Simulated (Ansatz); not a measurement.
Consider the cleavage of the B–B bond: `BB(C)O` + `CNBN` → `BNBNC` + `CBO`.

Program: Ansatz. Geometries: PBE0-D4/def2-TZVP. ΔE: electronic, gas phase. CCSD(T)/CBS adds triple-zeta CCSD(T) − MP2 to the extrapolated MP2 energy (def2 sets, frozen cores). Functionals use def2-TZVPP. HSE06 is defined as in plane-wave codes. One conformer a species, not always the lowest.

| level | ΔE (kcal/mol) |
| --- | --- |
| LDA (SPW92) | -37.3 |
| r2SCANh-D4 | -35.9 |
| r2SCAN0 | -35.9 |
| HSE06 | -34.9 |
| BHLYP | -36.4 |
| LC-ωPBE | -34.3 |
| CCSD(T)/def2-SVP | -41.3 |
| CCSD/CBS(def2) | -36.2 |

Q: What does CCSD(T)/CBS give? (Estimate.)

A: Ansatz gave: -36.8 kcal/mol. The listed levels differ from it by -0.5, 0.9, 0.9, 1.9, 0.4, 2.5, -4.5, 0.6 kcal/mol.

Q: What do rigid-rotor, harmonic-oscillator terms from PBE0-D4/def2-TZVP frequencies (298.15 K, 1 bar) make of the CCSD(T)/CBS value? (An estimate is asked.)

A: Computed: ΔZPE = +1.3 kcal/mol, ΔH = -36.1 kcal/mol, ΔS = -20 J/(mol·K), ΔG = -34.7 kcal/mol.

Largest T1 diagnostic among the species: 0.013.

In def2-TZVPP, CCSD(T) changes the Hartree–Fock value by −1.5 kcal/mol (the triples alone add −0.6 kcal/mol) and MP2 by −2.6 kcal/mol. The D4 term adds −0.8 kcal/mol with B3LYP and −0.4 kcal/mol with PBE0; it sums over pairs of atoms, weighted by their polarisabilities, and B3LYP, whose exchange is more repulsive, gets the larger term. Leaving LDA and LC-ωPBE aside and taking each functional with its dispersion term where it has one, the values, not all of them listed here, spread over 2.0 kcal/mol, from ωB97M-V to revPBE-D4. LDA lies −2.6 kcal/mol from PBE without D4.

B3LYP here is the variant with VWN-RPA as its local correlation; programs differ in this.
